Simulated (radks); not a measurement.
The numbers below are computed, except where a source is named.
Hf3+, 69 electrons, occupied as [Xe] 4f14 5d1 (the NIST ground configuration).

Code: a radial shooting solver on a logarithmic mesh with Libxc functionals. Model: Dirac Kohn-Sham, BLYP, spin-unpolarised, spherical densities, finite nucleus; open shells are shared between the two j in proportion to 2j + 1; Fermi nuclear charge, rms radius 5.347 fm.

Energy parts (eV):
| part | energy |
|---|---|
| total | -410753.77 |
| kinetic | 459308.15 |
| electron-nucleus | -1020899.13 |
| Hartree | 159269.55 |
| exchange-correlation | -8432.35 |

Orbitals (lengths in bohr, moments of r in powers of bohr; <r^-3> diverges for s and p1/2; r(max) is where P^2 peaks):
1s1/2: occ. 2; eigenvalue (eV) -65212.52; <1/r> 83.78; <r^4> 6.626e-07; r(max) 0.01190; small-component weight 7.33e-02
2s1/2: occ. 2; eigenvalue (eV) -11168.71; <1/r> 20.31; <r^4> 0.0001002; r(max) 0.06826; small-component weight 1.65e-02
2p1/2: occ. 2; eigenvalue (eV) -10670.83; <1/r> 20.28; <r^4> 0.00006066; r(max) 0.05091; small-component weight 1.66e-02
2p3/2: occ. 4; eigenvalue (eV) -9478.637; <1/r> 17.23; <r^4> 0.00008640; <r^-3> 14850; r(max) 0.05753; small-component weight 1.51e-02
3s1/2: occ. 2; eigenvalue (eV) -2565.419; <1/r> 7.450; <r^4> 0.003733; r(max) 0.1924; small-component weight 5.41e-03
3p1/2: occ. 2; eigenvalue (eV) -2344.133; <1/r> 7.367; <r^4> 0.003311; r(max) 0.1804; small-component weight 5.35e-03
3p3/2: occ. 4; eigenvalue (eV) -2088.662; <1/r> 6.581; <r^4> 0.004305; <r^-3> 3320; r(max) 0.1940; small-component weight 4.92e-03
3d3/2: occ. 4; eigenvalue (eV) -1713.136; <1/r> 6.472; <r^4> 0.002954; <r^-3> 571.4; r(max) 0.1523; small-component weight 4.80e-03
3d5/2: occ. 6; eigenvalue (eV) -1657.408; <1/r> 6.284; <r^4> 0.003201; <r^-3> 490.6; r(max) 0.1561; small-component weight 4.68e-03
4s1/2: occ. 2; eigenvalue (eV) -538.2772; <1/r> 3.124; <r^4> 0.08938; r(max) 0.4378; small-component weight 1.76e-03
4p1/2: occ. 2; eigenvalue (eV) -447.5459; <1/r> 3.014; <r^4> 0.09865; r(max) 0.4382; small-component weight 1.68e-03
4p3/2: occ. 4; eigenvalue (eV) -389.0518; <1/r> 2.739; <r^4> 0.1288; <r^-3> 760.1; r(max) 0.4673; small-component weight 1.51e-03
4d3/2: occ. 4; eigenvalue (eV) -239.7335; <1/r> 2.520; <r^4> 0.1714; <r^-3> 113.5; r(max) 0.4659; small-component weight 1.32e-03
4d5/2: occ. 6; eigenvalue (eV) -229.0234; <1/r> 2.453; <r^4> 0.1869; <r^-3> 95.45; r(max) 0.4752; small-component weight 1.27e-03
5s1/2: occ. 2; eigenvalue (eV) -93.9171; <1/r> 1.186; <r^4> 3.061; r(max) 1.015; small-component weight 3.74e-04
5p1/2: occ. 2; eigenvalue (eV) -68.0437; <1/r> 1.057; <r^4> 4.872; r(max) 1.096; small-component weight 3.03e-04
5p3/2: occ. 4; eigenvalue (eV) -60.0767; <1/r> 0.9630; <r^4> 6.672; <r^-3> 101.7; r(max) 1.182; small-component weight 2.61e-04
4f5/2: occ. 6; eigenvalue (eV) -44.8735; <1/r> 1.937; <r^4> 0.8531; <r^-3> 16.03; r(max) 0.4517; small-component weight 8.46e-04
4f7/2: occ. 8; eigenvalue (eV) -43.1243; <1/r> 1.906; <r^4> 0.9324; <r^-3> 15.26; r(max) 0.4570; small-component weight 8.25e-04
5d3/2: occ. 0.4; eigenvalue (eV) -27.5354; <1/r> 0.6643; <r^4> 31.35; <r^-3> 7.449; r(max) 1.560; small-component weight 1.26e-04
5d5/2: occ. 0.6; eigenvalue (eV) -26.8514; <1/r> 0.6464; <r^4> 34.35; <r^-3> 6.166; r(max) 1.601; small-component weight 1.19e-04

The highest occupied level is 5d5/2 at -26.851 eV. For comparison, the ionisation energy in NIST's Atomic Spectra Database is 33.37 eV (semi-empirical). In exact Kohn-Sham theory the highest level is minus the ionisation energy, but local and semilocal functionals leave it too shallow, through self-interaction and a potential that decays too fast; potentials with the right tail come closer. Summed over all electrons, <r^2> = 33.80 bohr^2, which gives a Langevin (diamagnetic) susceptibility term of -26.8 x 10^-6 cm^3/mol. The electron density at the nucleus is 1.209e+06 e/bohr^3. The density falls to 0.001 e/bohr^3 at r = 3.30 bohr.

Run on one thread of a shared host, so times are rough (Arm Neoverse V2): 0.16 s of CPU time, 0.16 s wall, 16 iterations on 2213 mesh points.

Beside tabulated values, note that spin-unpolarised runs miss the spin-polarisation part of the exchange energy of open shells.
